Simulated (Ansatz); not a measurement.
`N#[C][SnH3]` and `CC#N` differ in one atom or group.

Ansatz, PBE0-D4/def2-TZVP geometries, multiplicity 1. 

Elements past krypton have def2 core potentials.

| property | `N#[C][SnH3]` |
| --- | --- |
| size of the dipole moment (ωB97M-V/def2-TZVPP) / D | 4.33 |
| LUMO energy (PBE0/def2-TZVPP) / eV | -0.35 |
| HOMO–LUMO gap (B3LYP/def2-TZVPP) / eV | 8.68 |
| HOMO energy (B3LYP/def2-TZVPP) / eV | -9.28 |
| zero-point energy (PBE0-D4/def2-TZVP) / kJ/mol | 73.7 |
| ideal-gas entropy at 298 K and 1 bar (rigid rotor, harmonic PBE0-D4/def2-TZVP) / J/(mol·K) | 291 |

Task: Give the same properties after the change, and the shifts. (Best estimate.)

Result: The calculation gave: 
```tsv
property	`CC#N`	shift
size of the dipole moment (ωB97M-V/def2-TZVPP) / D	4.00	-0.33
LUMO energy (PBE0/def2-TZVPP) / eV	0.86	1.21
HOMO–LUMO gap (B3LYP/def2-TZVPP) / eV	9.71	1.03
HOMO energy (B3LYP/def2-TZVPP) / eV	-9.22	0.06
zero-point energy (PBE0-D4/def2-TZVP) / kJ/mol	119.2	45.5
ideal-gas entropy at 298 K and 1 bar (rigid rotor, harmonic PBE0-D4/def2-TZVP) / J/(mol·K)	242	-49
```

With PBE0 the HOMO rises by 0.06 eV and the LUMO rises by 1.21 eV, so the gap widens by about 1.15 eV. PBE moves the HOMO by 0.13 eV and ωB97M-V by -0.03 eV. Dipoles are sizes alone; their direction can turn.

B3LYP here is the variant with VWN-RPA as its local correlation; programs differ in this.
